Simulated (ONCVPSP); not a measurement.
# Configuration tests for Ne (ONCV)

```
Element                 : Ne
Generator               : ONCVPSP 4.0.1
Type                    : optimised norm-conserving Vanderbilt (ONCV)
Functional              : LDA (Perdew-Wang 92)
Relativity              : scalar-relativistic
Frozen core             : [He]
Valence charge          : 8
Reference configuration : 2s2 2p5 (charge +1)
Partial waves           : 2s: rc 0.60 bohr, ncon 5, nbas 8, qcut 10.9 1/bohr, 2 projectors, debl 2.6 Ha; 2p: rc 0.85 bohr, ncon 4, nbas 7, qcut 13.4 1/bohr, 2 projectors, debl 2 Ha; d scattering state at 0.03 Ha: rc 0.70 bohr, ncon 3, nbas 8, qcut 16.4 1/bohr, 1 projector
Local potential         : polynomial inside 0.50 bohr (lpopt 3, dvloc0 0 Ha)
Core correction         : Teter function, fcfact 3.5, rcfact 1.65
```

Energies are relative to the spin-unpolarised reference configuration 2s2 2p5; without spin polarisation the order of configurations can differ from experiment.

```csv
valence configuration,charge,ΔE all-electron (eV),error AE − PS (meV)
2s2 2p4,+2,43.409,+9.1
2s2 2p3,+3,110.942,+74
2s1 2p6,+1,22.909,+22
```

(1) What are ΔE and the potential's error for 2s2 2p6?

Levels in the configuration 2s2 2p4:

```json
{"level": "2s", "all-electron (eV)": "-77.703", "pseudo (eV)": "-77.704"}
{"level": "2p", "all-electron (eV)": "-54.944", "pseudo (eV)": "-54.913"}
```

## Answers

(1) ΔE = -22.657 eV all-electron; the error (AE − PS) is +5.9 meV.
